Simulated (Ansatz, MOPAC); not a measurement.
Pair of molecules: H2O (SMILES O) (first 3 atoms) with Si2H6 (SMILES [SiH3][SiH3]); geometry from B3LYP-D3(BJ)/def2-TZVP, rigid monomers moved along the line of their centres of mass till O1···Si5 is 3.58 Å.
(charge 0, multiplicity 1):
```xyz
11

O      0.556     0.487     1.374
H      1.005    -0.307     1.063
H     -0.255     0.544     0.857
Si    -0.978    -1.107     4.207
Si     0.184     0.805     4.920
H     -2.044    -0.758     3.235
H     -1.629    -1.801     5.348
H     -0.065    -2.082     3.559
H     -0.365     2.023     4.282
H      1.628     0.688     4.614
H      0.042     0.959     6.392
```

Monomers are frozen at their geometry in the pair; levels with a basis set take the counterpoise correction.

Frozen-core correlation. The state reached by PM7 isn't checked; PM7 holds dispersion and hydrogen-bond terms.

Codes used: Ansatz (Gaussian basis) for Hartree–Fock, density functionals and correlated methods; MOPAC for PM7 (differences of heats of formation). 

Q: One of these levels gives -2.09 kcal/mol for the interaction energy. Which?
A) SCS-MP2/aug-cc-pV(D+d)Z
B) PM7
C) wB97X-V/def2-TZVPPD

A: A, SCS-MP2/aug-cc-pV(D+d)Z. The others give -1.53 (PM7), -2.67 (wB97X-V/def2-TZVPPD)

Ansatz is a quantum-chemistry and plane-wave program.
